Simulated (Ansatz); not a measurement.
`C/C=C\C[SiH3]` + HCl → `C/C=C/CCl` + SiH₄  (substitution at a C–Si bond)

Isolated molecules relaxed with PBE0-D4/def2-TZVP in Ansatz; ΔE leaves out vibrations. CCSD(T)/CBS adds triple-zeta CCSD(T) − MP2 to the extrapolated MP2 energy (def2 sets, frozen cores). This one scheme is used for every species. Double bonds are as drawn, so ΔE can hold a change between cis and trans. DFT in def2-TZVPP. B3LYP here is the variant with VWN-RPA as its local correlation; programs differ in this. One conformer a species, not always the lowest.

CCSD(T)/CBS gives +12.4 kcal/mol.

**Question.** Another level gave +11.3 kcal/mol. Which?
A. PBE0/def2-TZVPP
B. HF/def2-TZVPP
C. CCSD(T)/def2-TZVPP
D. B3LYP/def2-TZVPP

**Answer.** A. PBE0 11.3, CCSD(T)/def2-TZVPP 12.3, HF/def2-TZVPP 8.5, B3LYP 9.5 kcal/mol.

Largest T1 diagnostic among the species: 0.011.

From PBE to PBE0 (25 % exact exchange), in def2-TZVPP and without D4, ΔE moves by +0.8 kcal/mol. In def2-TZVPP, CCSD(T) changes the Hartree–Fock value by +3.7 kcal/mol (the triples alone add +0.1 kcal/mol) and MP2 by +4.5 kcal/mol.
